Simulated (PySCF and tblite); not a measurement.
The numbers below are computed, except where a source is named.
System: C5H10GeSi, numbered as in [SiH3:1][C:2]1=[CH:3][C@H:4]([GeH3:5])[CH:6]=[CH:7]1.

Geometries: PBE0-D3(BJ)/def2-SVP; energies: PBE0/pcSseg-1 + D3(BJ); zero-point and thermal terms from GFN2-xTB harmonic modes (soft modes blended into free rotors). Rates follow Eyring's equation with the number of equivalent paths and no tunnelling. (PySCF 2.14 with density fitting, tblite 0.8.)

Spin–orbit effects of heavy atoms on shieldings are missing.

(1) What barrier does the shift of Ge5 from C4 to C6 meet, and how fast is it at 298 K?

Results:

(1) The electronic barrier is 12.5 kcal/mol and ΔG‡(298 K) 12.2 kcal/mol, over a Cs saddle with an imaginary mode of 296i cm⁻¹ (GFN2-xTB). With 1 equivalent path, k is 7050 s⁻¹, a mean lifetime of the start of 140 µs against this motion.
